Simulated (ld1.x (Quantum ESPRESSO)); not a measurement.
u(r) = r·R(r): atom against pseudo-atom (Eu)

Columns: radius, all-electron u(r) and pseudo u(r) of the 5p shell (level -37.46 eV) of europium in the configuration [Kr] 4d10 4f7 5s2 5p6 5d0 6s0 6p0; LDA (PZ), scalar-relativistic, TM semilocal scheme, ld1.x (Quantum ESPRESSO) 7.5.

```tsv
r (bohr)	all-electron	pseudo
0.113	-0.1024	-0.0104
0.225	-0.2321	-0.0411
0.338	0.2194	-0.0922
0.450	0.4574	-0.1617
0.563	0.3741	-0.2492
0.675	0.1172	-0.3506
0.788	-0.1824	-0.4632
0.900	-0.4465	-0.5783
1.013	-0.6510	-0.6890
1.125	-0.7891	-0.7831
1.238	-0.8702	-0.8527
1.350	-0.9043	-0.8907
1.463	-0.9035	-0.8969
1.575	-0.8775	-0.8755
1.688	-0.8343	-0.8340
1.800	-0.7808	-0.7808
1.913	-0.7211	-0.7211
2.025	-0.6596	-0.6596
2.138	-0.5978	-0.5978
2.250	-0.5383	-0.5383
2.363	-0.4814	-0.4814
2.475	-0.4287	-0.4287
2.588	-0.3797	-0.3797
2.700	-0.3352	-0.3352
2.813	-0.2946	-0.2946
2.925	-0.2584	-0.2584
```

How many radial nodes do the two functions have?

The all-electron 5p function has n − l − 1 = 3 (the table is too coarse to show those close to the nucleus); the pseudo-wave has 0, since the states of the same l below it are removed with the core.

At about which radius was the pseudo-wave matched?

1.90 bohr. The columns agree to 0.0005 from 1.69 bohr on; several derivatives are matched, so the curves merge somewhat inside the radius.

Is the pseudo-wave norm-conserving?

Yes: the TM semilocal scheme keeps the norm inside the radius equal to the all-electron one, which fixes the energy derivative of the logarithmic derivative at the level.
